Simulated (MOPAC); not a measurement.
Input for MOPAC: AM1 on CH4O2Se (a complex).

```
AM1 1SCF PRECISE CHARGE=0 THREADS=1
CH4O2Se

O      1.06929457 1    -0.99983719 1     0.84770382 1
C      0.46778350 1    -0.55171561 1    -0.09122250 1
O     -0.59998483 1     0.24657967 1    -0.02902505 1
H      0.72738013 1    -0.74760930 1    -1.14021879 1
H     -0.82289129 1     0.41491516 1     0.91342077 1
Se    -1.00958273 1     0.53385532 1     3.41710959 1
H      0.12604318 1    -0.35647416 1     3.12627285 1
H     -1.94009157 1    -0.60440130 1     3.46027547 1
```

Program output:

```
*******************************************************************************
 **                                                                           **
 **                              MOPAC v23.2.5                                **
 **                                                                           **
 *******************************************************************************
 ** MOPAC's Digital Object Identifier: https://doi.org/10.5281/zenodo.6511958 **
 **                                                                           **
 ** Please cite the open-source release paper for use of this MOPAC version:  **
 ** J. E. Moussa and J. J. P. Stewart (2026)                                  **
 ** MOPAC: An open-source semiempirical molecular orbital program             **
 ** J. Open Source Softw., 11(119), 8025, https://doi.org/10.21105/joss.08025 **
 *******************************************************************************

                              AM1 CALCULATION RESULTS

 *******************************************************************************
 *  AM1        - The AM1 Hamiltonian to be used
 *
 *
 *
 *                 CHARGE ON SYSTEM = 0
 *
 *
 *
 *  PRECISE    - TIGHTER CRITERIA TO BE USED
 *  1SCF       - DO 1 SCF AND THEN STOP
 *  THREADS=1  - MULTI-THREADING NOT USED
 *  T=         - A TIME OF 172800.0 SECONDS REQUESTED
 *  DUMP=N     - RESTART FILE WRITTEN EVERY 7200.0 SECONDS REQUESTED
 *******************************************************************************
AM1 1SCF PRECISE CHARGE=0 THREADS=1
 CH4O2Se

   ATOM   CHEMICAL          X               Y               Z
  NUMBER   SYMBOL      (ANGSTROMS)     (ANGSTROMS)     (ANGSTROMS)

     1       O          1.06929457  *  -0.99983719  *   0.84770382  *
     2       C          0.46778350  *  -0.55171561  *  -0.09122250  *
     3       O         -0.59998483  *   0.24657967  *  -0.02902505  *
     4       H          0.72738013  *  -0.74760930  *  -1.14021879  *
     5       H         -0.82289129  *   0.41491516  *   0.91342077  *
     6      Se         -1.00958273  *   0.53385532  *   3.41710959  *
     7       H          0.12604318  *  -0.35647416  *   3.12627285  *
     8       H         -1.94009157  *  -0.60440130  *   3.46027547  *



          CARTESIAN COORDINATES

    NO.       ATOM           X           Y           Z

     1         O          1.0693     -0.9998      0.8477
     2         C          0.4678     -0.5517     -0.0912
     3         O         -0.6000      0.2466     -0.0290
     4         H          0.7274     -0.7476     -1.1402
     5         H         -0.8229      0.4149      0.9134
     6        Se         -1.0096      0.5339      3.4171
     7         H          0.1260     -0.3565      3.1263
     8         H         -1.9401     -0.6044      3.4603

  H: (AM1): M.J.S. DEWAR ET AL, J. AM. CHEM. SOC. 107 3902-3909 (1985)
  C: (AM1): M.J.S. DEWAR ET AL, J. AM. CHEM. SOC. 107 3902-3909 (1985)
  O: (AM1): M.J.S. DEWAR ET AL, J. AM. CHEM. SOC. 107 3902-3909 (1985)
 Se: (AM1): J. J. P. STEWART, J. MOL. MOD., 10, 155-164 (2004)

           Empirical Formula: C H4 O2 Se  =     8 atoms



      MOLECULAR POINT GROUP   :   C1


      RHF CALCULATION, NO. OF DOUBLY OCCUPIED LEVELS = 13


 -------------------------------------------------------------------------------
 AM1 1SCF PRECISE CHARGE=0 THREADS=1
 CH4O2Se



     1SCF WAS SPECIFIED, SO BFGS WAS NOT USED
     SCF FIELD WAS ACHIEVED


                              AM1 CALCULATION
                                                       MOPAC v23.2.5 Linux




          FINAL HEAT OF FORMATION =        -69.48065 KCAL/MOL =    -290.70705 KJ/MOL


          COSMO AREA              =        118.37 SQUARE ANGSTROMS
          COSMO VOLUME            =        101.87 CUBIC ANGSTROMS

          IONIZATION POTENTIAL    =          8.129065 EV
          HOMO LUMO ENERGIES (EV) =         -8.129  0.050
          NO. OF FILLED LEVELS    =         13
          MOLECULAR WEIGHT        =        127.0014         POINT GROUP:  C1

          MOLECULAR DIMENSIONS (Angstroms)

            Atom       Atom       Distance
            H     8    H     4     5.31982
            O     3    H     7     2.30908
           Se     6    H     4     1.32851


          SCF CALCULATIONS        =          1





   ATOM   CHEMICAL          X               Y               Z
  NUMBER   SYMBOL      (ANGSTROMS)     (ANGSTROMS)     (ANGSTROMS)

     1       O          1.06929457  *  -0.99983719  *   0.84770382  *
     2       C          0.46778350  *  -0.55171561  *  -0.09122250  *
     3       O         -0.59998483  *   0.24657967  *  -0.02902505  *
     4       H          0.72738013  *  -0.74760930  *  -1.14021879  *
     5       H         -0.82289129  *   0.41491516  *   0.91342077  *
     6      Se         -1.00958273  *   0.53385532  *   3.41710959  *
     7       H          0.12604318  *  -0.35647416  *   3.12627285  *
     8       H         -1.94009157  *  -0.60440130  *   3.46027547  *

                             CARTESIAN COORDINATES

   1    O        1.069294570    -0.999837190     0.847703820
   2    C        0.467783500    -0.551715610    -0.091222500
   3    O       -0.599984830     0.246579670    -0.029025050
   4    H        0.727380130    -0.747609300    -1.140218790
   5    H       -0.822891290     0.414915160     0.913420770
   6   Se       -1.009582730     0.533855320     3.417109590
   7    H        0.126043180    -0.356474160     3.126272850
   8    H       -1.940091570    -0.604401300     3.460275470


           Empirical Formula: C H4 O2 Se  =     8 atoms



      MOLECULAR POINT GROUP   :   C1


                  EIGENVALUES
 -41.00955 -37.43443 -24.81570 -20.56336 -19.02769 -18.32990 -16.54384 -14.67946
 -12.94310 -12.69930 -11.88960 -11.51936  -8.12906   0.04968   0.63424   1.16139
   2.48273   4.07075   4.84689   6.63824


              NET ATOMIC CHARGES AND DIPOLE CONTRIBUTIONS

  ATOM NO.   TYPE          CHARGE      No. of ELECS.   s-Pop       p-Pop
    1          O          -0.358808        6.3588     1.90620     4.45261
    2          C           0.269714        3.7303     1.24615     2.48414
    3          O          -0.309085        6.3091     1.86268     4.44640
    4          H           0.144659        0.8553     0.85534
    5          H           0.241446        0.7586     0.75855
    6         Se           0.035093        5.9649     1.96025     4.00466
    7          H           0.003024        0.9970     0.99698
    8          H          -0.026044        1.0260     1.02604
 DIPOLE           X         Y         Z       TOTAL
 POINT-CHG.    -0.721     0.764    -1.080     1.507
 HYBRID        -0.024    -0.920     0.251     0.954
 SUM           -0.745    -0.155    -0.829     1.125


          ATOMIC ORBITAL ELECTRON POPULATIONS

     Atom    s        px        py        pz
    1  O   1.90620   1.51896   1.48208   1.45157
    2  C   1.24615   0.77920   0.75331   0.95163
    3  O   1.86268   1.45991   1.63038   1.35612
    4  H   0.85534
    5  H   0.75855
    6 Se   1.96025   1.05251   0.99873   1.95343
    7  H   0.99698
    8  H   1.02604

 **********************
 *                    *
 * JOB ENDED NORMALLY *
 *                    *
 **********************




 == MOPAC DONE ==
```

The run finished.

Cost: about 0.04 core-seconds (a rough figure).
